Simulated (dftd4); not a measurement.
C4H12O4Si, charge +1, doublet, geometry from GFN2-xTB (a state made from the parent by changing its charge; the spin is typed, not shown lowest); dftd4 with D4 for b97d.

Here is a job for dftd4.
```
$ dftd4 mol.xyz --func b97d --charge 1 --json dftd4.json --noedisp

# file mol.xyz
21

C     -0.11670586    -2.24278719    -1.65173879
O     -0.10268118    -0.88467916    -1.35115769
Si     0.00095962    -0.00044419    -0.00058621
O     -0.63894185     1.45284767    -0.30608731
C     -1.69580926     1.93597961    -1.07150182
O     -0.77774819    -0.79708858     1.17152039
C     -0.74507282    -0.80614135     2.56259729
O      1.52915643     0.22439067     0.47974697
C      2.54887460     1.11698217     0.16596616
H     -0.54575355    -2.83431593    -0.84336315
H      0.90213945    -2.58557608    -1.86871056
H     -0.70010660    -2.37121716    -2.57058672
H     -1.45218806     2.96551655    -1.35663978
H     -2.60733703     1.97775207    -0.46339402
H     -1.86754280     1.32617893    -1.95817493
H      0.24834443    -0.57668255     2.94731708
H     -1.47436083    -0.08841114     2.95683738
H     -1.06270741    -1.80141888     2.89294884
H      3.18056348     0.69576993    -0.62534678
H      2.16017216     2.08703202    -0.14285913
H      3.17934042     1.22362660     1.05606279
```

The log (banner, timings and long lists left out):

```
                    ____  _____ _____     ____  _  _
      -------------|  _ \|  ___|_   _|---|  _ \| || |------------
     |             | | | | |_    | | ___ | | | | || |_           |
     |             | |_| |  _|   | ||___|| |_| |__   _|          |
     |             |____/|_|     |_|     |____/   |_|            |
     |             ===================================           |
     |            E. Caldeweyher, S. Ehlert & S. Grimme          |
     |          Mulliken Center for Theoretical Chemistry        |
     |                    University of Bonn                     |
      -----------------------------------------------------------

Rational (Becke-Johnson) damping: b97d-D4-ATM
---------------------
  s6         1.0000
  s8         1.6946
  s9         1.0000
  a1         0.2890
  a2         4.1341
 alp        16.0000
--------------------

Dispersion energy:      -6.1527365544286E-02 Eh

[Info] JSON dump of results written to 'dftd4.json'
```
